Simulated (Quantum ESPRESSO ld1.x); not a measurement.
The numbers below are computed, except where a source is named.
All-electron atom: Sn2+ in [Kr] 4d10 5s2 (the NIST ground configuration). Code: ld1.x of Quantum ESPRESSO 7.5. Model: Dirac Kohn-Sham, PBEsol, spin-unpolarised, spherical densities, point nucleus.

Spin-orbit splittings of the eigenvalues, e(l+1/2) - e(l-1/2), with zeta = 2 splitting/(2l+1) and mean radii in bohr:

| shell | occ. | splitting (eV) | zeta (eV) | <r> j=l-1/2 | <r> j=l+1/2 |
|---|---|---|---|---|---|
| 2p | 6 | 230.5 | 153.6 | 0.1058 | 0.1112 |
| 3p | 6 | 42.08 | 28.05 | 0.3300 | 0.3413 |
| 3d | 10 | 8.690 | 3.476 | 0.3126 | 0.3162 |
| 4p | 6 | 7.599 | 5.066 | 0.8655 | 0.8953 |
| 4d | 10 | 1.051 | 0.4206 | 1.084 | 1.098 |
